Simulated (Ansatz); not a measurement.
`[SH][Ti]([SH])([SH])[Cl]` + H₂O → `[OH][Ti]([SH])([SH])[SH]` + HCl  (formal hydrolysis of a Ti–Cl bond)

Gas-phase electronic energies from Ansatz, PBE0-D4/def2-TZVP geometries. CCSD(T)/CBS is the MP2 limit (def2-TZVPP, def2-QZVPP) plus CCSD(T) − MP2 in def2-TZVPP, frozen cores. This one scheme is used for every species. DFT in def2-TZVPP. B3LYP here is the variant with VWN-RPA as its local correlation; programs differ in this. For Ti outer-core shells are correlated without core-valence functions, which leaves a few kJ/mol of doubt a bond. Scalar relativity is left out up to krypton. Each species was taken in one conformer, which may not be the lowest.

`[SH][Ti]([SH])([SH])[Cl]`:

```xyz
8

S     1.873   -0.019   -1.285
Ti    0.167    0.299    0.156
S    -1.618   -0.619   -0.897
S     0.715   -0.916    1.987
Cl   -0.156    2.396    0.676
H     1.358    0.920   -2.107
H    -2.449   -0.064    0.012
H     0.110   -1.998    1.458
```

H₂O:

Z-matrix (Å, degrees):
```
O
H 1 0.960
H 1 0.960 2 105.1
```

`[OH][Ti]([SH])([SH])[SH]`:

```xyz
9

O     0.391   -0.140    1.761
Ti    0.027    0.168    0.064
S    -2.190    0.423   -0.392
S     0.753   -1.546   -1.270
S     0.944    2.176   -0.495
H    -0.004   -0.177    2.633
H    -2.417   -0.883   -0.137
H     1.678   -1.910   -0.360
H     0.818    1.888   -1.805
```

HCl:

```xyz
2

Cl    0.155   -0.611    0.105
H    -0.155    0.611   -0.105
```

| level | ΔE (kJ/mol) | difference from CCSD(T)/CBS |
| --- | --- | --- |
| ωB97X-V | 14.3 | -14.9 |
| ωB97M-V | 18.7 | -10.5 |
| PBE | 23.1 | -6.1 |
| PBE0 | 23.7 | -5.5 |
| B3LYP | 18.8 | -10.4 |
| SCS-MP2/def2-TZVPP | 30.9 | 1.7 |
| CCSD(T)/def2-TZVPP | 23.2 | -6.0 |
| MP2/def2-QZVPP | 42.9 | 13.7 |
| SCS-MP2/def2-QZVPP | 34.5 | 5.3 |
| MP2/CBS(def2) | 45.0 | 15.8 |
| CCSD(T)/CBS | 29.2 | 0 |

Largest T1 diagnostic among the species: 0.028, so the coupled-cluster value is less sure than usual.

In def2-TZVPP, CCSD(T) changes the Hartree–Fock value by +12.2 kJ/mol (the triples alone add +7.1 kJ/mol) and MP2 by +28.1 kJ/mol. The D4 term adds +4.1 kJ/mol with B3LYP and +2.2 kJ/mol with PBE0; it sums over pairs of atoms, weighted by their polarisabilities, and B3LYP, whose exchange is more repulsive, gets the larger term.
